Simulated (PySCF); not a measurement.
# Molecular orbitals of CdPb⁺

B3LYP at R = 3.021 Å; basis Cd def2-SVP with ECP28, Pb def2-SVP with ECP60; scalar-relativistic core potentials; PySCF 2.14. State: ²Π (doublet), unpaired electrons π ↑. Only the outer orbitals are listed, counted within each symmetry, core potentials removing the inner ones.

```csv
spin,orbital,occ.,ε (eV),on Cd (%),main shells (%)
α,6σ,1,-19.71,70,"69 Cd d, 29 Pb s"
α,4π,1,-19.37,100,100 Cd d
α,4π,1,-19.36,100,100 Cd d
α,2δ,1,-19.28,100,100 Cd d
α,2δ,1,-19.28,100,100 Cd d
α,7σ,1,-18.74,32,"68 Pb s, 30 Cd d"
α,8σ,1,-12.09,74,"73 Cd s, 23 Pb p"
α,5π,1,-9.76,4,96 Pb p
α,5π,0,-8.45,5,94 Pb p
α,9σ,0,-7.95,43,"58 Pb p, 24 Cd s, 18 Cd p"
α,6π,0,-5.10,93,94 Cd p
β,6σ,1,-19.58,87,"87 Cd d, 12 Pb s"
β,4π,1,-19.38,100,100 Cd d
β,4π,1,-19.35,100,100 Cd d
β,2δ,1,-19.29,100,100 Cd d
β,2δ,1,-19.29,100,100 Cd d
β,7σ,1,-18.22,15,"84 Pb s, 12 Cd d"
β,8σ,1,-12.02,77,"76 Cd s, 20 Pb p"
β,5π,0,-8.23,6,93 Pb p
β,9σ,0,-7.80,41,"59 Pb p, 20 Cd s, 20 Cd p"
β,5π,0,-7.53,10,"90 Pb p, 10 Cd p"
```

Question: Which are the highest filled and the lowest empty level, where do they sit, and how wide is the gap?

Answer: Highest filled α 5π at -9.76 eV (in %: 96 Pb p); lowest empty α 5π at -8.45 eV (in %: 94 Pb p); the gap at B3LYP is 1.31 eV. Both belong to one degenerate shell, split only by its one-sided filling, so this is no excitation gap.

```json
{
  "bond order (Mayer)": "0.80",
  "⟨S²⟩": "0.753",
  "charge on Cd (Mulliken, basis-dependent)": "0.41",
  "charge on Cd (Löwdin, basis-dependent)": "0.40",
  "dipole moment (positive dipole points towards Pb; it is taken about the centre of mass and depends on that origin)": "-1.30 D",
  "polarisability along the bond": "121.2 bohr³",
  "polarisability across the bond": "50.4 bohr³"
}
```

These are scalar-relativistic numbers at best; spin–orbit coupling would shift them, the dissociation energy most. The state is the lowest determinant that a PBE0 search found; another state may lie lower at other levels.
